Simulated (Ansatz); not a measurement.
Isolated molecules relaxed with PBE0-D4/def2-TZVP in Ansatz; ΔE leaves out vibrations. CCSD(T)/CBS is the MP2 limit (def2-TZVPP, def2-QZVPP) plus CCSD(T) − MP2 in def2-TZVPP, frozen cores. DFT in def2-TZVPP. Elements past krypton have def2 core potentials. For Sn outer-core shells are correlated without core-valence functions, which leaves a few kJ/mol of doubt a bond. Each species was taken in one conformer, which may not be the lowest.

Consider the formal exchange of groups at a C–C bond: `N#CCCCCC#N` + `[F][SnH2][F]` → `N#[C][SnH]([F])[F]` + `CCCCC#N`.

**Question.** Is it downhill or uphill in electronic energy at CCSD(T)/CBS, and by how much? (An estimate is asked.)

**Answer.** The calculation gave: Downhill: ΔE = -15.2 kJ/mol.

**Question.** What do these levels give: PBE0-D4, r2SCANh-D4, BLYP, r2SCAN, MP2/def2-TZVPP, HF/def2-QZVPP? (Best estimate.)

**Answer.** Computed: PBE0-D4 -1.1, r2SCANh-D4 -3.9, BLYP -9.8, r2SCAN -5.3, MP2/def2-TZVPP -15.6, HF/def2-QZVPP -12.0 kJ/mol.

**Question.** What do rigid-rotor, harmonic-oscillator terms from PBE0-D4/def2-TZVP frequencies (298.15 K, 1 bar) make of the CCSD(T)/CBS value? (Best estimate.)

**Answer.** The calculation gave: ΔZPE = +4.0 kJ/mol, ΔH = -9.2 kJ/mol, ΔS = 17 J/(mol·K), ΔG = -14.3 kJ/mol. Modes under 50 cm⁻¹ make the entropy rough.

Largest T1 diagnostic among the species: 0.015.

Leaving LDA and LC-ωPBE aside and taking each functional with its dispersion term where it has one, the values, not all of them listed here, spread over 10.7 kJ/mol, from B2PLYP to PBE0-D4. LDA lies +17.7 kJ/mol from PBE without D4. In def2-TZVPP, CCSD(T) changes the Hartree–Fock value by −4.5 kJ/mol (the triples alone add −1.2 kJ/mol) and MP2 by −4.2 kJ/mol.
